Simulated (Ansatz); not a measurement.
## Relative stability

The two ends of one reaction step of SiH5O2F, closed shell (PBE0-D4/def2-TZVP).

A:

```
9
angstrom
Si -0.4735 -0.0767 -0.5984
O 1.0750 -0.2549 1.8956
H 0.1411 -1.4181 -0.5466
H -1.3989 0.2582 0.4957
O -1.3572 0.1011 -1.9640
H 1.5954 0.4329 1.4706
F 0.7268 0.9929 -0.6208
H 0.6762 0.1651 2.6612
H -0.9851 -0.2007 -2.7933
```

B:

```tsv
atom	x (Å)	y (Å)	z (Å)
Si1	-0.7025	-0.6353	0.0968
O2	0.4549	-0.0105	1.1305
H3	-0.0845	-1.8853	-0.3918
H4	-1.9644	-0.8507	0.8359
O5	-1.0453	0.4149	-1.1017
H6	1.5638	0.6506	0.0382
F7	1.9148	0.9512	-0.7861
H8	0.1538	0.6265	1.7826
H9	-0.2907	0.7386	-1.6046
```

Ansatz 0.2.0; basis: def2-TZVPP; cores frozen in the correlated methods. B3LYP uses VWN-RPA correlation.

(1) Which structure is lower at CCSD(T), and by how much? (An estimate is asked for; the value comes from the calculation.)

No T1 diagnostic of these runs exceeds 0.011.

## Answers

(1) Computed: A, by 5.00 kcal/mol (electronic energy, against the other). By their contacts, A is a complex of SiH₃OF ([OH][SiH2][F]) + H₂O and B is a complex of SiH₄O₂ ([OH][SiH2][OH]) + HF.

All methods give the same order:

| method | E(B) − E(A) (kcal/mol) |
| --- | --- |
| SPW92 | 0.64 |
| PBE-D4 | 3.58 |
| BLYP-D4 | 4.45 |
| r2SCAN-D4 | 4.68 |
| B97M-V | 6.02 |
| PBE0-D4 | 4.00 |
| B3LYP-D4 | 4.70 |
| r2SCAN0-D4 | 4.72 |
| BHLYP-D4 | 5.38 |
| CAM-B3LYP-D4 | 4.53 |
| wB97X-V | 5.05 |
| wB97M-V | 5.14 |
| B2PLYP | 5.05 |
| PBE-QIDH | 4.40 |
| RPA on PBE | 5.65 |
| HF | 7.98 |
| MP2 | 4.56 |
| CCSD | 5.54 |
| CCSD(T) | 5.00 |

Labels in which every atom is bracketed show which atoms are joined, not bond orders.

For scale, one of the runs: CCSD(T)/def2-TZVPP, 205 basis functions, launched by `ansatz run in.yaml --threads 4 --pin off --events-out ev --progress --plain --max-ram 9574MiB`. Hardware: 4 CPU threads of an Arm Neoverse V1, shared host. Wall time 67 s; peak host memory 2.8 GiB.
